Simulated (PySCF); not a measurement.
Species: C₅H₃FOP₂.
Numbering: `[O:1]=[CH:2][c:3]1[p:4][cH:5][p:6][cH:7][c:8]1[F:9]` (hydrogens: H10 on C2; H11 on C5; H12 on C7)

Method: PBE0-D3(BJ)/def2-SVP geometry optimisation, gas phase (PySCF); density fitting, grid level 1; the optimiser is geomeTRIC in internal coordinates, started from a GFN2-xTB structure with every atom displaced at random (about 0.01 Å).

Step 1: E = -28543.1414 eV
```
atom  x, y, z in Å  |  force x, y, z in eV/Å
O1     -2.5286   -1.8455   -0.5303    0.054  -0.701  -0.143
C2     -2.0896   -0.7958   -0.1552   -0.122   0.790   0.063
C3     -0.6457   -0.4372   -0.0866   -0.151  -0.056   0.027
P4      0.5060   -1.7287   -0.3869   -0.120   0.008   0.023
C5      2.0306   -0.9478   -0.2121    0.016  -0.140   0.029
P6      2.4671    0.6905    0.1334    0.042   0.025  -0.007
C7      0.9339    1.4634    0.2990   -0.116   0.040   0.020
C8     -0.3326    0.8929    0.2044    0.428   0.059  -0.049
F9     -1.3465    1.7367    0.3953   -0.119   0.058   0.032
H10    -2.7837    0.0286    0.1500    0.124  -0.126   0.022
H11     2.8869   -1.6275   -0.3342   -0.038   0.057  -0.040
H12     0.9430    2.5385    0.5090    0.003  -0.014   0.023
```

Step 2: E = -28543.0672 eV
```
atom  x, y, z in Å  |  force x, y, z in eV/Å
O1     -2.2977   -1.9282   -0.5140   -1.243  -0.170  -0.086
C2     -2.0940   -0.7915   -0.1703    1.066  -0.262   0.111
C3     -0.6680   -0.3754   -0.0796   -0.196   0.767   0.160
P4      0.4302   -1.7088   -0.3706    0.239  -0.042  -0.007
C5      1.9772   -0.9709   -0.2128    0.007   0.086  -0.016
P6      2.4602    0.6584    0.1286    0.065   0.014  -0.011
C7      0.9543    1.4855    0.3074   -0.051  -0.031   0.014
C8     -0.3260    0.9514    0.2076    0.269  -0.164  -0.017
F9     -1.3235    1.8169    0.4059   -0.151  -0.091  -0.033
H10    -2.8838   -0.0599    0.1201   -0.037  -0.120  -0.143
H11     2.8135   -1.6661   -0.3670    0.016   0.020   0.025
H12     0.9983    2.5567    0.5305    0.016  -0.006   0.004
```

Step 3: E = -28543.1539 eV
```
atom  x, y, z in Å  |  force x, y, z in eV/Å
O1     -2.4300   -1.8872   -0.5394   -0.304  -0.188   0.048
C2     -2.0896   -0.7988   -0.1549    0.257   0.195  -0.153
C3     -0.6552   -0.4075   -0.0794   -0.187   0.209   0.113
P4      0.4703   -1.7180   -0.3823    0.029  -0.008   0.021
C5      2.0059   -0.9581   -0.2141    0.013  -0.036   0.037
P6      2.4648    0.6764    0.1290    0.046   0.006  -0.012
C7      0.9443    1.4756    0.3011   -0.081   0.004   0.011
C8     -0.3286    0.9217    0.2101    0.304  -0.052  -0.063
F9     -1.3353    1.7761    0.4042   -0.122  -0.049   0.008
H10    -2.8282   -0.0148    0.1413    0.040  -0.112   0.006
H11     2.8523   -1.6475   -0.3414   -0.003   0.042  -0.036
H12     0.9702    2.5502    0.5117    0.009  -0.011   0.020
```

Step 4: E = -28543.1578 eV
```
atom  x, y, z in Å  |  force x, y, z in eV/Å
O1     -2.4609   -1.9040   -0.5011    0.165   0.176  -0.042
C2     -2.0871   -0.8017   -0.1783   -0.100  -0.020   0.287
C3     -0.6553   -0.4026   -0.0891   -0.054  -0.157  -0.128
P4      0.4678   -1.7185   -0.3736    0.083   0.022  -0.017
C5      2.0036   -0.9567   -0.2093    0.016   0.024  -0.019
P6      2.4678    0.6775    0.1350    0.029  -0.025  -0.017
C7      0.9492    1.4825    0.3084   -0.035  -0.103   0.003
C8     -0.3189    0.9238    0.1998   -0.035   0.021   0.028
F9     -1.3345    1.7702    0.3945   -0.048   0.017  -0.017
H10    -2.8157   -0.0170    0.1255   -0.035   0.055  -0.102
H11     2.8504   -1.6391   -0.3603    0.023   0.001   0.022
H12     0.9744    2.5537    0.5343   -0.009  -0.012   0.002
```

Question: Estimate the geometry and energy of step 5. (The exact step hangs on the optimiser's Hessian estimate; all steps are aligned on step 4, rigid shifts and turns removed.)

Answer: E = -28543.1627 eV, largest force 0.136 eV/Å
```
atom  x, y, z in Å  |  force x, y, z in eV/Å
O1     -2.4731   -1.8878   -0.4918    0.004   0.028   0.003
C2     -2.0943   -0.7899   -0.1657    0.049  -0.125   0.022
C3     -0.6563   -0.4159   -0.0885    0.029   0.017  -0.003
P4      0.4829   -1.7219   -0.3716   -0.043  -0.028  -0.025
C5      2.0166   -0.9536   -0.2116   -0.029   0.015  -0.021
P6      2.4712    0.6822    0.1318   -0.017  -0.003   0.000
C7      0.9442    1.4705    0.3083   -0.012   0.010   0.014
C8     -0.3222    0.9101    0.1985    0.010   0.028   0.032
F9     -1.3425    1.7526    0.3905    0.011   0.059   0.001
H10    -2.8160    0.0115    0.1112    0.004   0.007  -0.033
H11     2.8680   -1.6305   -0.3626   -0.006  -0.016   0.013
H12     0.9623    2.5409    0.5374   -0.002   0.007  -0.001
```

The energy changes by -0.0049 eV. The first-order estimate −F·Δx gives -0.0132 eV and the mean of the old and new forces, exact on a quadratic surface, -0.0047 eV. The step makes an angle of 65° with the force vector and moves no atom by more than 0.032 Å.

What follows is the cost of the whole optimisation. On one thread of an Arm Neoverse V2, on a shared host, this took 85 s wall and 0.59 GiB of memory at its peak.
